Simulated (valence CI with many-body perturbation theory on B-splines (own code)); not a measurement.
Values are calculated unless marked as measured or tabulated.
# Ru XXIII: what the settings do

Level of theory: configuration interaction combined with many-body perturbation theory (CI+MBPT): four valence electrons over a frozen Dirac-Fock core [Ar], radial functions for each j: 6 s, 6 p, 5 d, 5 f, 1 g, with the one-electron correlation potential Σ1, the two-electron term Σ2, the three-electron term Σ3, Breit, model QED; selected CI, second order for the rest, scaled by the run's own slope (own B-spline code, finite nucleus).

No measured spectrum was set against this ion. As an estimate, terms of the open shell hold to 2 to 4 % of their energy, and close levels can change places. Only levels of the ground parity were solved; by the run's estimate the other parity begins above the list, which can be wrong where configurations are misplaced.

The reference run has the lowest level 3d⁴ ⁵D_0 and an ionisation energy of 1048.03 eV. Its largest variational space holds 8055 state functions.

Names give the largest LS component (configuration and term), which can be under half, so a name can repeat, a term be missing and a line seem to break the LS rules; names also repeat where a configuration has a term twice.

Changed runs:
A. averaging of valence orbitals over low configurations on → off
B. QED terms on → off; Breit term on → off
C. lowest core n in screening and Σ2 1 → 4
D. box radius (bohr) 4.983 → 0.81 (bad on purpose)

Excitation energies of the reference run in cm⁻¹, and shifts in cm⁻¹:

| Level | Reference | A | B | D |
| --- | --- | --- | --- | --- |
| 3d⁴ ⁵D_1 | 15544 | +29 | +1187 | +433 |
| 3d⁴ ⁵D_2 | 30038 | +41 | +2302 | +893 |
| 3d⁴ ⁵D_3 | 42097 | +39 | +3205 | +1312 |
| 3d⁴ ⁵D_4 | 51065 | +25 | +3998 | +1675 |
| 3d⁴ ³P_0 | 82032 | -72 | +1320 |  |
| 3d⁴ ³H_4 | 90700 | -29 | +2960 |  |
| 3d⁴ ³G_3 | 109086 | -57 | +2470 |  |
| 3d⁴ ³H_5 | 111902 | -21 | +4523 |  |
| 3d⁴ ³P_1 | 112517 | -90 | +2481 |  |
| 3d⁴ ³F_2 | 113307 | -90 | +2236 |  |
| 3d⁴ ³H_6 | 120851 | -19 | +5959 |  |
| 3d⁴ ³G_4 | 131887 | -39 | +4349 |  |
| Ionisation energy (eV) | 1048.03 | +0.016 | +0.39 | -18.76 |

A blank means that the level has no clear partner in that run.

Run C: It gave no result: the setting left no core shell for the response of the core. The program said: "need at least one array to concatenate".
